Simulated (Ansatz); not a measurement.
```yaml
crystal:
  periodic: [false, false, false]
  atoms:
    - {symbol: O, position_ang: [-0.883317, -1.398502, -2.183095]}
    - {symbol: C, position_ang: [0.054162, -1.377309, -1.187509]}
    - {symbol: C, position_ang: [-0.064497, -0.788491, -0.025066]}
    - {symbol: C, position_ang: [-0.146290, -0.135261, 1.099700]}
    - {symbol: In, position_ang: [0.581215, 1.883544, 1.207430]}
    - {symbol: H, position_ang: [-1.653379, -0.900942, -1.891334]}
    - {symbol: H, position_ang: [0.945543, -1.932294, -1.454310]}
    - {symbol: H, position_ang: [-0.560141, -0.631870, 1.977389]}
    - {symbol: H, position_ang: [0.558264, 2.717641, 2.717872]}
    - {symbol: H, position_ang: [1.168449, 2.563483, -0.261077]}
basis:
  gaussian: {orbitals: def2-mTZVP, final_grid: {core_spheres: 20, valence_spheres: 16, degree: 47}}
hamiltonian: {xc: {name: LC-wPBE}}
scf: {lower_state_search: full}
```

```sh
$ ansatz run in.yaml --threads 4 --pin off --events-out ev --progress --plain --max-ram 10444MiB
```

Output, abridged:

```
Functional definition: LC-wPBE
1288 factors; their error is unknown
452 factors; integrals over basis functions are off by at most 2.4e-5 eV
mean field evaluation 1: about -10404.5829 eV, gradient 4.7e1 eV
mean field evaluation 2: about -10406.8347 eV, gradient 3.8e1 eV
mean field evaluation 4: about -10409.3111 eV, gradient 2.3e0 eV
mean field evaluation 8: about -10409.3293 eV, gradient 5.6e-2 eV
mean field evaluation 16: about -10409.2965 eV, gradient 2.1e-4 eV
mean field -10409.29652618 eV, -382.5345916625 hartree, gradient 3.5e-5 eV, S^2 0.000000; 0 other end points of the search recorded, 0 dependent functions left out
reference -10409.29652619 eV, -382.5345916628 hartree; 26, 26 occupied and 106, 106 virtual orbitals, 1288 factors
Total energy: -10409.29652619 eV, -382.5345916628 hartree
```

Run time 2.2 s (4 threads of an Arm Neoverse V2 on a shared host); peak host memory 0.47 GiB.
